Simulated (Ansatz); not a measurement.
```xyz
20

C    -1.9425    0.7336    0.4248
N    -0.6161    0.9452   -0.1394
C     0.0871    2.0635    0.4751
In    0.6641   -0.9916   -0.5909
C     2.6605   -0.4127   -0.0514
C    -0.6797   -2.6023   -0.1308
F     0.2546   -0.2985   -2.4503
H    -1.8526    0.4424    1.4734
H    -2.5605    1.6380    0.3713
H    -2.4458   -0.0709   -0.1114
H    -0.6896    1.0957   -1.1455
H     0.2821    1.8410    1.5262
H    -0.4938    2.9922    0.4228
H     1.0434    2.2157   -0.0253
H     2.6953   -0.0199    0.9669
H     3.0096    0.3565   -0.7418
H     3.3400   -1.2643   -0.1090
H    -0.1676   -3.5636   -0.1916
H    -1.0880   -2.4991    0.8765
H    -1.5004   -2.6008   -0.8495
```

The species carries charge 0 and has multiplicity 1. In takes the def2 core potential.

Task: List the B3LYP/def2-TZVPP orbital energies in eV (Ansatz 0.2.0). (Estimate.)

Result: Ansatz gave: Occupied: -668.24, -390.71, -278.05, -278.05, -276.13, -276.13, -126.03, -82.68, -82.52, -82.44, -28.46, -25.88, -20.14, -20.12, -19.84, -19.79, -19.67, -19.65, -18.14, -17.93, -17.90, -14.46, -13.44, -13.03, -11.55, -11.15, -10.94, -10.72, -10.59, -10.54, -10.46, -10.43, -8.63, -8.60, -8.32, -7.62, -6.85. Lowest empty: -0.13, 0.19, 0.65, 0.73, 1.26, 1.82, 1.96, 2.12.

B3LYP here is the variant with VWN-RPA as its local correlation; programs differ in this.
